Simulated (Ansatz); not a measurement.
Geometry optimisation, RKS PBE0-D4/def2-SVP (Ansatz).

input.yaml

```yaml
crystal:
  periodic: [false, false, false]
  atoms:
    - { symbol: Al, position_ang: [0.087616, 0.688311, -0.324058] }
    - { symbol: O, position_ang: [-0.166619, 0.116931, 2.568349] }
    - { symbol: Si, position_ang: [-1.488095, -0.614436, 3.312646] }
    - { symbol: H, position_ang: [-2.18777, -1.47983, 2.322157] }
    - { symbol: H, position_ang: [-1.010017, -1.451608, 4.448797] }
    - { symbol: H, position_ang: [-2.419966, 0.43776, 3.819808] }
    - { symbol: F, position_ang: [1.47918, -0.085992, -0.764073] }
    - { symbol: F, position_ang: [-1.400667, 0.043655, -0.658881] }
    - { symbol: S, position_ang: [0.182892, 2.739699, 0.559562] }
    - { symbol: H, position_ang: [1.533771, 2.676169, 0.673557] }
    - { symbol: H, position_ang: [-0.171725, 1.102142, 2.548936] }
basis:
  gaussian: { orbitals: def2-SVP }
hamiltonian:
  xc: pbe0
  dispersion: d4
relax:
  f_tol: 0.03
  max_steps: 50
```

Launched with:

```bash
$ ansatz run input.yaml --threads 4 --pin off --max-ram 5120MiB --backend cpu --events-out ev --progress --plain --runs-dir out
```

Where does it end, and by what steps?

The forces met the threshold. The force dipped under the threshold on the way, but the program's further checks kept it going. After 27 steps the energy has fallen by 1.044 eV; F8 moved furthest, 1.06 Å. Joined: Al1–O2 (2.96 → 1.92 Å).

```json
{"step": "0", "energy less start (eV)": "0.0000", "largest force component (eV/Å)": "0.953", "accepted": "yes"}
{"step": "1", "energy less start (eV)": "-0.1947", "largest force component (eV/Å)": "0.793", "accepted": "yes"}
{"step": "2", "energy less start (eV)": "-0.5139", "largest force component (eV/Å)": "0.911", "accepted": "yes"}
{"step": "3", "energy less start (eV)": "-0.7903", "largest force component (eV/Å)": "0.811", "accepted": "yes"}
{"step": "4", "energy less start (eV)": "-0.9058", "largest force component (eV/Å)": "0.470", "accepted": "yes"}
{"step": "5", "energy less start (eV)": "-0.9375", "largest force component (eV/Å)": "0.260", "accepted": "yes"}
{"step": "6", "energy less start (eV)": "-0.9586", "largest force component (eV/Å)": "0.226", "accepted": "yes"}
{"step": "7", "energy less start (eV)": "-0.9715", "largest force component (eV/Å)": "0.395", "accepted": "yes"}
{"step": "8", "energy less start (eV)": "-0.9877", "largest force component (eV/Å)": "0.246", "accepted": "yes"}
{"step": "9", "energy less start (eV)": "-1.0019", "largest force component (eV/Å)": "0.166", "accepted": "yes"}
{"step": "10", "energy less start (eV)": "-1.0124", "largest force component (eV/Å)": "0.211", "accepted": "yes"}
{"step": "11", "energy less start (eV)": "-1.0206", "largest force component (eV/Å)": "0.183", "accepted": "yes"}
{"step": "12", "energy less start (eV)": "-1.0289", "largest force component (eV/Å)": "0.063", "accepted": "yes"}
{"step": "13", "energy less start (eV)": "-1.0352", "largest force component (eV/Å)": "0.230", "accepted": "yes"}
{"step": "14", "energy less start (eV)": "-1.0379", "largest force component (eV/Å)": "0.112", "accepted": "yes"}
{"step": "15", "energy less start (eV)": "-1.0352", "largest force component (eV/Å)": "0.236", "accepted": "no"}
{"step": "16", "energy less start (eV)": "-1.0397", "largest force component (eV/Å)": "0.022", "accepted": "yes"}
{"step": "17", "energy less start (eV)": "-1.0413", "largest force component (eV/Å)": "0.057", "accepted": "yes"}
{"step": "18", "energy less start (eV)": "-1.0421", "largest force component (eV/Å)": "0.196", "accepted": "yes"}
{"step": "19", "energy less start (eV)": "-1.0429", "largest force component (eV/Å)": "0.052", "accepted": "yes"}
{"step": "20", "energy less start (eV)": "-1.0434", "largest force component (eV/Å)": "0.053", "accepted": "yes"}
{"step": "21", "energy less start (eV)": "-1.0436", "largest force component (eV/Å)": "0.048", "accepted": "yes"}
{"step": "22", "energy less start (eV)": "-1.0437", "largest force component (eV/Å)": "0.081", "accepted": "yes"}
{"step": "23", "energy less start (eV)": "-1.0439", "largest force component (eV/Å)": "0.060", "accepted": "yes"}
{"step": "24", "energy less start (eV)": "-1.0440", "largest force component (eV/Å)": "0.038", "accepted": "yes"}
{"step": "25", "energy less start (eV)": "-1.0441", "largest force component (eV/Å)": "0.032", "accepted": "yes"}
{"step": "26", "energy less start (eV)": "-1.0442", "largest force component (eV/Å)": "0.046", "accepted": "yes"}
{"step": "27", "energy less start (eV)": "-1.0443", "largest force component (eV/Å)": "0.028", "accepted": "yes"}
```

```xyz
11
Properties=species:S:1:pos:R:3
Al -0.090 0.767 0.478
O -0.107 0.189 2.307
Si -1.525 -0.637 2.907
H -1.686 -1.871 2.112
H -1.133 -0.949 4.311
H -2.688 0.277 2.896
F 1.053 -0.168 -0.298
F -1.689 0.236 0.340
S 0.333 2.916 0.589
H 1.500 2.778 -0.076
H 0.470 0.636 2.941
```

Run time: 65 s on 4 threads of Arm Neoverse V2 (shared host), peak memory 0.3 GiB.
